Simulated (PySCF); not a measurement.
## Trend along the second period: MGe molecules

PBE0 with double-zeta basis sets in PySCF, for the lowest determinant that a PBE0 search found; no spin–orbit coupling. De refers to high-spin ground-configuration atoms. A positive dipole means M(−)Ge(+).

```json
{"M": "Li", "basis": "cc-pVDZ/cc-pVDZ-PP", "state (unpaired electrons)": "quartet (σ ↑, π ↑↑)", "Re (Å)": "2.417", "ωe (cm⁻¹)": "400", "De (eV)": "1.64", "μ (D)": "-5.56"}
{"M": "Be", "basis": "x2c-SVPall", "state (unpaired electrons)": "triplet (π ↑↑)", "Re (Å)": "2.173", "ωe (cm⁻¹)": "506", "De (eV)": "1.49", "μ (D)": "-1.70"}
{"M": "B", "basis": "x2c-SVPall", "state (unpaired electrons)": "quartet (σ ↑, π ↑↑)", "Re (Å)": "1.973", "ωe (cm⁻¹)": "665", "De (eV)": "3.31", "μ (D)": "0.80"}
{"M": "C", "basis": "aug-cc-pVDZ-PP/aug-cc-pVDZ", "state (unpaired electrons)": "triplet (σ ↑, π ↑)", "Re (Å)": "1.804", "ωe (cm⁻¹)": "805", "De (eV)": "3.73", "μ (D)": "2.03"}
{"M": "O", "basis": "x2c-SVPall", "state (unpaired electrons)": "singlet (closed shell)", "Re (Å)": "1.620", "ωe (cm⁻¹)": "1032", "De (eV)": "6.48", "μ (D)": "3.07"}
{"M": "F", "basis": "def2-SVP", "state (unpaired electrons)": "doublet (π ↑)", "Re (Å)": "1.757", "ωe (cm⁻¹)": "689", "De (eV)": "5.13", "μ (D)": "1.78"}
```

Problem. By what factor does the well depth vary along the series?

Solution. At PBE0 it runs from 1.49 eV (BeGe) to 6.48 eV (GeO), a factor of 4.35.

The rows differ in basis set, which adds steps of its own.

The state changes along the series, so neighbouring rows are not always alike in their bonding.

Spin–orbit coupling is left out. States were picked by a PBE0 search and need not be the measured ground states.
